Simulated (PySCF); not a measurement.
Geometry:
| atom | x (Å) | y (Å) | z (Å) |
| --- | --- | --- | --- |
| Si1 | 0.270 | 0.725 | 1.375 |
| C2 | 1.139 | 2.153 | 0.501 |
| Si3 | 2.985 | 2.296 | 0.761 |
| P4 | 4.029 | 0.511 | -0.137 |
| Cl5 | 3.348 | 2.489 | 2.803 |
| H6 | -1.180 | 0.714 | 1.012 |
| H7 | 0.400 | 0.857 | 2.855 |
| H8 | 0.874 | -0.576 | 0.952 |
| H9 | 0.671 | 3.099 | 0.826 |
| H10 | 0.967 | 2.062 | -0.586 |
| H11 | 3.534 | 3.518 | 0.108 |
| H12 | 3.661 | -0.362 | 0.931 |
| H13 | 5.288 | 0.853 | 0.444 |

Geometry: PBE0-D3(BJ)/def2-SVP; GIAO absolute shieldings from PySCF 2.14.0 with density-fitted response routines, gas phase, non-relativistic, averaged over equivalent atoms.

At PBE0/pcSseg-0 (77 basis functions, 12 s wall time on 1 thread of an Arm Neoverse N1, shared host):
| atoms | σ (ppm) |
| --- | --- |
| Si3 | 322.2 |
| Si1 | 462.8 |
| C2 | 202.8 |
| P4 | 610.6 |
| Cl5 | 990.3 |
| H11 | 26.77 |
| H6/H7/H8 | 28.83 |
| H12/H13 | 30.91 |
| H9 | 32.83 |
| H10 | 33.34 |

Q: What do these become at PBE0/IGLO-III?

A: 
| atoms | σ at PBE0/IGLO-III | change |
| --- | --- | --- |
| Si3 | 326.5 | +4.3 |
| Si1 | 420.0 | -42.8 |
| C2 | 184.9 | -17.9 |
| P4 | 556.8 | -53.8 |
| Cl5 | 897.6 | -92.7 |
| H11 | 25.45 | -1.32 |
| H6/H7/H8 | 27.18 | -1.65 |
| H12/H13 | 29.29 | -1.62 |
| H9 | 30.70 | -2.13 |
| H10 | 31.22 | -2.12 |

The largest change is at Cl5 (chlorine bonded to Si). Cost: 291 basis functions, 80 s wall time on 1 thread of an Arm Neoverse N1, shared host.
